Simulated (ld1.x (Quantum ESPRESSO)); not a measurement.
## Transferability test, TM semilocal potential for iodine

* Element: I (Z = 53)
* Generator: ld1.x (Quantum ESPRESSO) 7.5
* Type: norm-conserving Troullier–Martins (semilocal form)
* Functional: PBEsol
* Relativity: scalar-relativistic
* Frozen core: [Kr] 4d10
* Valence charge: 7
* Reference configuration: 5s2 5p4.5 (charge +0.5)
* Partial waves: 5s (bound): rc 1.40 bohr; 5p (bound): rc 1.75 bohr
* Local potential: the p channel
* Core correction: a·sin(br)/r model core inside 1.25 bohr

Energies are relative to the spin-unpolarised reference configuration 5s2 5p4.5; without spin polarisation the order of configurations can differ from experiment.

```tsv
valence configuration	charge	ΔE all-electron (eV)	error AE − PS (meV)
5s2 5p5	0	-4.540	+1.5
5s2 5p4	+1	6.611	-1.6
5s2 5p5.3	-0.3	-6.325	+2.6
5s2 5p1	+4	95.375	-86
5s2 5p2	+3	55.880	-26
5s1 5p6	0	5.906	-11
```

**Question.** What are ΔE and the potential's error for 5s2 5p3?

**Answer.** ΔE = 26.495 eV all-electron; the error (AE − PS) is -7.0 meV.
